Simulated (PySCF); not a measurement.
A structure optimised at B3LYP-D3(BJ)/def2-SVP, used in a PySCF frequency run:

```
Si
F 1 1.6300
O 1 1.6455 2 110.53
H 3 0.9665 1 116.33 2 -78.44
O 1 1.6559 2 107.25 3 -116.67
H 5 0.9646 1 117.79 2 -44.65
As 1 2.3568 2 106.21 5 -121.89
H 7 1.5283 1 91.22 2 -163.00
H 7 1.5284 8 92.49 1 -91.40
```
Charge 0, spin multiplicity 1.

Problem. Write its SMILES and formula.

Solution. O[Si](O)(F)[AsH2], AsFH4O2Si

Problem. What are its rotational constants (standard atomic weights)?

Solution. 3.8084, 1.3700, 1.3530 GHz
